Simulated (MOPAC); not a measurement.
Input file for MOPAC: PM3 on CH4BFO (SMILES COBF).

```
PM3 1SCF PRECISE CHARGE=0 THREADS=1
CH4BFO

C     -1.06586444 1    -0.12247491 1     0.09135858 1
O      0.03491834 1     0.68171218 1    -0.34818386 1
B      1.30676798 1     0.29013834 1    -0.18335777 1
F      1.59088249 1    -0.87848832 1     0.40496310 1
H     -1.05395994 1    -1.09633510 1    -0.39900543 1
H     -1.03109008 1    -0.26681278 1     1.17168692 1
H     -1.97623703 1     0.40892600 1    -0.17574256 1
H      2.19458269 1     0.98333456 1    -0.56171899 1
```

Output:

```
*******************************************************************************
 **                                                                           **
 **                              MOPAC v23.2.5                                **
 **                                                                           **
 *******************************************************************************
 ** MOPAC's Digital Object Identifier: https://doi.org/10.5281/zenodo.6511958 **
 **                                                                           **
 ** Please cite the open-source release paper for use of this MOPAC version:  **
 ** J. E. Moussa and J. J. P. Stewart (2026)                                  **
 ** MOPAC: An open-source semiempirical molecular orbital program             **
 ** J. Open Source Softw., 11(119), 8025, https://doi.org/10.21105/joss.08025 **
 *******************************************************************************

                              PM3 CALCULATION RESULTS

 *******************************************************************************
 *  PM3        - The PM3 Hamiltonian to be used
 *
 *
 *
 *                 CHARGE ON SYSTEM = 0
 *
 *
 *
 *  PRECISE    - TIGHTER CRITERIA TO BE USED
 *  1SCF       - DO 1 SCF AND THEN STOP
 *  THREADS=1  - MULTI-THREADING NOT USED
 *  T=         - A TIME OF 172800.0 SECONDS REQUESTED
 *  DUMP=N     - RESTART FILE WRITTEN EVERY 7200.0 SECONDS REQUESTED
 *******************************************************************************
PM3 1SCF PRECISE CHARGE=0 THREADS=1
 CH4BFO

   ATOM   CHEMICAL          X               Y               Z
  NUMBER   SYMBOL      (ANGSTROMS)     (ANGSTROMS)     (ANGSTROMS)

     1       C         -1.06586444  *  -0.12247491  *   0.09135858  *
     2       O          0.03491834  *   0.68171218  *  -0.34818386  *
     3       B          1.30676798  *   0.29013834  *  -0.18335777  *
     4       F          1.59088249  *  -0.87848832  *   0.40496310  *
     5       H         -1.05395994  *  -1.09633510  *  -0.39900543  *
     6       H         -1.03109008  *  -0.26681278  *   1.17168692  *
     7       H         -1.97623703  *   0.40892600  *  -0.17574256  *
     8       H          2.19458269  *   0.98333456  *  -0.56171899  *



          CARTESIAN COORDINATES

    NO.       ATOM           X           Y           Z

     1         C         -1.0659     -0.1225      0.0914
     2         O          0.0349      0.6817     -0.3482
     3         B          1.3068      0.2901     -0.1834
     4         F          1.5909     -0.8785      0.4050
     5         H         -1.0540     -1.0963     -0.3990
     6         H         -1.0311     -0.2668      1.1717
     7         H         -1.9762      0.4089     -0.1757
     8         H          2.1946      0.9833     -0.5617

  H: (PM3): J. J. P. STEWART, J. COMP. CHEM. 10, 209 (1989).
  B: (PM3): J. J. P. STEWART, J. MOL. MOD., 10, 155-164 (2004)
  C: (PM3): J. J. P. STEWART, J. COMP. CHEM. 10, 209 (1989).
  O: (PM3): J. J. P. STEWART, J. COMP. CHEM. 10, 209 (1989).
  F: (PM3): J. J. P. STEWART, J. COMP. CHEM. 10, 209 (1989).

           Empirical Formula: C H4 O B F  =     8 atoms



      MOLECULAR POINT GROUP   :   Cs


      RHF CALCULATION, NO. OF DOUBLY OCCUPIED LEVELS = 12


 -------------------------------------------------------------------------------
 PM3 1SCF PRECISE CHARGE=0 THREADS=1
 CH4BFO



     1SCF WAS SPECIFIED, SO BFGS WAS NOT USED
     SCF FIELD WAS ACHIEVED


                              PM3 CALCULATION
                                                       MOPAC v23.2.5 Linux




          FINAL HEAT OF FORMATION =       -162.60432 KCAL/MOL =    -680.33646 KJ/MOL


          COSMO AREA              =         94.12 SQUARE ANGSTROMS
          COSMO VOLUME            =         77.34 CUBIC ANGSTROMS

          IONIZATION POTENTIAL    =         12.440807 EV
          HOMO LUMO ENERGIES (EV) =        -12.441  1.001
          NO. OF FILLED LEVELS    =         12
          MOLECULAR WEIGHT        =         61.8504         POINT GROUP:  Cs

          MOLECULAR DIMENSIONS (Angstroms)

            Atom       Atom       Distance
            H     8    H     7     4.22784
            H     7    F     4     1.97175
            H     5    H     6     1.77625


          SCF CALCULATIONS        =          1





   ATOM   CHEMICAL          X               Y               Z
  NUMBER   SYMBOL      (ANGSTROMS)     (ANGSTROMS)     (ANGSTROMS)

     1       C         -1.06586444  *  -0.12247491  *   0.09135858  *
     2       O          0.03491834  *   0.68171218  *  -0.34818386  *
     3       B          1.30676798  *   0.29013834  *  -0.18335777  *
     4       F          1.59088249  *  -0.87848832  *   0.40496310  *
     5       H         -1.05395994  *  -1.09633510  *  -0.39900543  *
     6       H         -1.03109008  *  -0.26681278  *   1.17168692  *
     7       H         -1.97623703  *   0.40892600  *  -0.17574256  *
     8       H          2.19458269  *   0.98333456  *  -0.56171899  *

                             CARTESIAN COORDINATES

   1    C       -1.065864440    -0.122474910     0.091358580
   2    O        0.034918340     0.681712180    -0.348183860
   3    B        1.306767980     0.290138340    -0.183357770
   4    F        1.590882490    -0.878488320     0.404963100
   5    H       -1.053959940    -1.096335100    -0.399005430
   6    H       -1.031090080    -0.266812780     1.171686920
   7    H       -1.976237030     0.408926000    -0.175742560
   8    H        2.194582690     0.983334560    -0.561718990


           Empirical Formula: C H4 O B F  =     8 atoms



      MOLECULAR POINT GROUP   :   Cs


                  EIGENVALUES
 -39.68543 -28.13962 -26.55258 -20.60809 -18.85754 -18.29114 -17.38691 -15.78841
 -15.62467 -13.90359 -12.79954 -12.44081   1.00101   2.04203   3.13504   3.71178
   3.83364   3.86033   4.41996   5.32911


              NET ATOMIC CHARGES AND DIPOLE CONTRIBUTIONS

  ATOM NO.   TYPE          CHARGE      No. of ELECS.   s-Pop       p-Pop
    1          C           0.052173        3.9478     1.13230     2.81552
    2          O          -0.127350        6.1273     1.74625     4.38110
    3          B          -0.095789        3.0958     1.07251     2.02328
    4          F          -0.101605        7.1016     1.58415     5.51745
    5          H           0.037863        0.9621     0.96214
    6          H           0.037784        0.9622     0.96222
    7          H           0.048658        0.9513     0.95134
    8          H           0.148265        0.8517     0.85173
 DIPOLE           X         Y         Z       TOTAL
 POINT-CHG.    -0.944     0.396    -0.178     1.039
 HYBRID        -0.449    -0.432     0.233     0.665
 SUM           -1.393    -0.036     0.055     1.394


          ATOMIC ORBITAL ELECTRON POPULATIONS

     Atom    s        px        py        pz
    1  C   1.13230   0.88059   0.94805   0.98688
    2  O   1.74625   1.25214   1.51478   1.61418
    3  B   1.07251   0.76418   0.71906   0.54004
    4  F   1.58415   1.94035   1.74226   1.83485
    5  H   0.96214
    6  H   0.96222
    7  H   0.95134
    8  H   0.85173

 **********************
 *                    *
 * JOB ENDED NORMALLY *
 *                    *
 **********************




 == MOPAC DONE ==
```

The run finished.

Cost: very roughly 0.020 core-seconds.
